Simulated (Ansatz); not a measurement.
```yaml
crystal:
  periodic: [false, false, false]
  atoms:
    - {symbol: B, position_ang: [-1.251147, 0.999481, -0.018801]}
    - {symbol: B, position_ang: [0.341152, 0.944023, -0.007364]}
    - {symbol: C, position_ang: [1.201064, 0.080239, 0.745416]}
    - {symbol: In, position_ang: [0.076771, -1.401908, -0.443170]}
    - {symbol: H, position_ang: [-1.914831, 0.162011, -0.497860]}
    - {symbol: H, position_ang: [-1.872615, 1.896073, 0.343238]}
    - {symbol: H, position_ang: [0.780658, 1.514463, -0.922238]}
    - {symbol: H, position_ang: [0.927374, -0.305789, 1.678108]}
    - {symbol: H, position_ang: [2.233635, 0.076290, 0.589996]}
    - {symbol: H, position_ang: [0.190426, -1.567350, -2.075511]}
    - {symbol: H, position_ang: [-0.712496, -2.397532, 0.608168]}
basis:
  gaussian: {orbitals: def2-SVPD}
magnetization: {spin_polarized: true, initial_magnetization: 6}
hamiltonian: {xc: {name: BHLYP}}
output: {forces: true}
```

```sh
$ ansatz run in.yaml --threads 4 --pin off --events-out ev --progress --plain --max-ram 10444MiB
```

Output, abridged:

```
Functional definition: BHLYP
1579 factors; integrals over basis functions are off by at most 9.2e-4 eV
mean field evaluation 1: about -7648.0489 eV, gradient 3.0e1 eV
mean field evaluation 2: about -7632.4314 eV, gradient 4.9e1 eV
mean field evaluation 4: about -7654.4927 eV, gradient 2.7e0 eV
mean field evaluation 8: about -7654.6997 eV, gradient 4.2e-1 eV
mean field evaluation 16: about -7654.7068 eV, gradient 8.5e-3 eV
mean field evaluation 32: about -7654.7068 eV, gradient 4.7e-5 eV
mean field -7654.70680508 eV, -281.3052865402 hartree, gradient 3.8e-6 eV, S^2 12.028589; 4 other end points of the search recorded, 0 dependent functions left out
reference -7654.70702955 eV, -281.3052947890 hartree; 25, 19 occupied and 123, 129 virtual orbitals, 1579 factors
Total energy: -7654.70702955 eV, -281.3052947890 hartree
Atom 0 at    -1.251147     0.999481    -0.018801 Å, force    -4.169050     0.485394     0.071288 eV/Å
Atom 1 at     0.341152     0.944023    -0.007364 Å, force     0.602077     2.148265    -3.888275 eV/Å
Atom 2 at     1.201064     0.080239     0.745416 Å, force     3.497997    -0.806373     5.424956 eV/Å
Atom 3 at     0.076771    -1.401908    -0.443170 Å, force     1.620959    -0.606645     0.580166 eV/Å
Atom 4 at    -1.914831     0.162011    -0.497860 Å, force    -0.100838    -1.238720    -0.853823 eV/Å
Atom 5 at    -1.872615     1.896073     0.343238 Å, force    -0.150038     1.542908     0.988257 eV/Å
Atom 6 at     0.780658     1.514463    -0.922238 Å, force    -0.167642     1.175449    -0.961143 eV/Å
Atom 7 at     0.927374    -0.305789     1.678108 Å, force    -0.142368    -0.544333     1.891704 eV/Å
Atom 8 at     2.233635     0.076290     0.589996 Å, force     1.714607    -0.044688    -0.364311 eV/Å
Atom 9 at     0.190426    -1.567350    -2.075511 Å, force    -0.862482    -0.675676    -4.008364 eV/Å
Atom 10 at    -0.712496    -2.397532     0.608168 Å, force    -1.843222    -1.435579     1.119545 eV/Å
Dipole moment:     0.174595    -0.434557     0.014083 e Å
```

(1) Something in this input is off. What?

## Answers

(1) The spin is set far too high for this molecule. Self-consistency was reached. The result belongs to that input, not to the molecule as meant.
